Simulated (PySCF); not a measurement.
## Converging SbCl⁺ in the basis (PBE0)

PySCF, UKS reference; doublet, unpaired electrons π ↑; De to Sb⁺ + Cl without counterpoise correction.

| basis | relativity | functions | Re (Å) | ωe (cm⁻¹) | De (eV) | μ (D) |
| --- | --- | --- | --- | --- | --- | --- |
| def2-SVP | scalar-relativistic core potentials | 44 | 2.275 | 445 | 3.48 | -2.02 |
| cc-pVDZ-PP/cc-pV(D+d)Z | scalar-relativistic core potentials | 46 | 2.263 | 442 | 3.41 | -1.97 |
| cc-pVTZ-PP/cc-pV(T+d)Z | scalar-relativistic core potentials | 78 | 2.240 | 455 | 3.65 | -1.62 |
| def2-TZVPPD | scalar-relativistic core potentials | 107 | 2.235 | 454 | 3.66 | -1.57 |

(1) How does each smaller set differ from the one with most functions, def2-TZVPPD?

A positive dipole points towards Cl; it is taken about the centre of mass and depends on that origin. These are scalar-relativistic numbers at best; spin–orbit coupling would shift them, the dissociation energy most. For an ion De counts to the pair picked by the measured ionisation energies or electron affinities, which need not be the lowest pair at this level. The state was picked by a PBE0 search and need not be the measured ground state.

Answers

(1) def2-SVP: +4.0 pm, -2.0 % in ωe, -0.18 eV in De; cc-pVDZ-PP/cc-pV(D+d)Z: +2.8 pm, -2.6 % in ωe, -0.25 eV in De; cc-pVTZ-PP/cc-pV(T+d)Z: +0.5 pm, +0.2 % in ωe, -0.01 eV in De. All at PBE0; the set with most functions is neither the basis-set limit nor always the best.
